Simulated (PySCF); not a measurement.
Sn(Cl)3(NH2) (Cl3H2NSn), SMILES [NH2][Sn]([Cl])([Cl])[Cl].

Geometry: PBE-D3(BJ)/def2-SVP. The structure was generated by enumeration; whether it is a known compound was not checked. The def2 effective core potentials stand for the cores of Sn; spin–orbit coupling is left out. Other conformers were not sampled.

Calculation: PySCF 2.14.0 with PBE-D3(BJ)/def2-SVP.

Frequencies are harmonic and unscaled.

Computed vibrational spectrum:
| mode | ν (cm⁻¹) | IR (km/mol) | moving atoms (share of kinetic energy) |
|---|---|---|---|
| 1 | 13 | 21.8 | H 80 %, Cl 18 % |
| 2 | 94 | 1.5 | Cl 81 %, N 13 % |
| 3 | 110 | 0.0 | Cl 75 %, H 13 %, Sn 12 % |
| 4 | 120 | 10.8 | Cl 65 %, Sn 30 % |
| 5 | 138 | 7.7 | N 43 %, Cl 27 %, Sn 17 %, H 12 % |
| 6 | 147 | 18.4 | N 57 %, H 18 %, Cl 16 %, Sn 8 % |
| 7 | 344 | 12.6 | Cl 89 % |
| 8 | 374 | 54.5 | Cl 73 %, Sn 27 % |
| 9 | 384 | 56.9 | Cl 71 %, Sn 29 % |
| 10 | 540 | 77.3 | N 79 %, Sn 10 %, H 10 % |
| 11 | 681 | 67.7 | H 81 %, N 16 % |
| 12 | 871 | 16.6 | H 92 % |
| 13 | 1478 | 10.7 | H 92 %, N 8 % |
| 14 | 3386 | 29.9 | H 96 % |
| 15 | 3490 | 19.9 | H 92 %, N 8 % |
